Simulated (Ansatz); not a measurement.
Reaction (cleavage of the P–Si bond): `O[SiH2][SiH2]P` + CH₃NH₂ → `CNP` + `O[SiH2][SiH3]`

Isolated molecules relaxed with PBE0-D4/def2-TZVP in Ansatz; ΔE leaves out vibrations. CCSD(T)/CBS is the MP2 limit (def2-TZVPP, def2-QZVPP) plus CCSD(T) − MP2 in def2-TZVPP, frozen cores. Each species was taken in one conformer, which may not be the lowest.

`O[SiH2][SiH2]P`:

```xyz
11

O    -1.312    0.334   -1.482
Si   -1.245   -0.510   -0.059
Si    0.529    0.425    1.139
P     2.435    0.498   -0.073
H    -1.995    0.094   -2.110
H    -2.542   -0.425    0.674
H    -0.981   -1.959   -0.305
H     0.209    1.815    1.566
H     0.792   -0.385    2.362
H     2.336   -0.862   -0.477
H     1.774    0.975   -1.237
```

CH₃NH₂:

```xyz
7

C     0.028   -0.438   -0.361
N     0.137    0.833    0.335
H    -0.550   -1.214    0.163
H     1.028   -0.836   -0.546
H    -0.437   -0.278   -1.336
H     0.575    0.709    1.238
H    -0.780    1.225    0.507
```

`CNP`:

```xyz
9

C    -1.151   -0.460    0.099
N    -0.079    0.502   -0.054
P     1.409   -0.047   -0.663
H    -1.163   -1.121   -0.770
H    -2.114    0.057    0.138
H    -1.064   -1.089    0.996
H    -0.053    1.187    0.686
H     1.998    1.214   -0.938
H     2.217   -0.243    0.506
```

`O[SiH2][SiH3]`:

```xyz
9

O    -0.758   -1.775   -0.751
Si   -0.326   -0.192   -0.953
Si    0.363    0.812    1.054
H    -0.098   -2.374   -0.400
H     0.774   -0.054   -1.953
H    -1.535    0.483   -1.487
H     0.790    2.216    0.801
H     1.521    0.068    1.627
H    -0.731    0.817    2.062
```

```tsv
species	MP2/def2-TZVPP energy (Eh)
`O[SiH2][SiH2]P`	-998.30488
CH₃NH₂	-95.66064
`CNP`	-437.13528
`O[SiH2][SiH3]`	-656.81190
```

Problem. Work out ΔE.

Solution. ΔE = (-437.13528) + (-656.81190) − (-998.30488) − (-95.66064) = 0.01834 Eh = +0.50 eV. CCSD(T)/CBS gives +0.52 eV.

Largest T1 diagnostic among the species: 0.013.

The D4 term adds +0.04 eV with B3LYP and +0.02 eV with PBE0; it sums over pairs of atoms, weighted by their polarisabilities, and B3LYP, whose exchange is more repulsive, gets the larger term. In def2-TZVPP, CCSD(T) changes the Hartree–Fock value by +0.17 eV (the triples alone add +0.02 eV) and MP2 by +0.17 eV.

B3LYP here is the variant with VWN-RPA as its local correlation; programs differ in this.
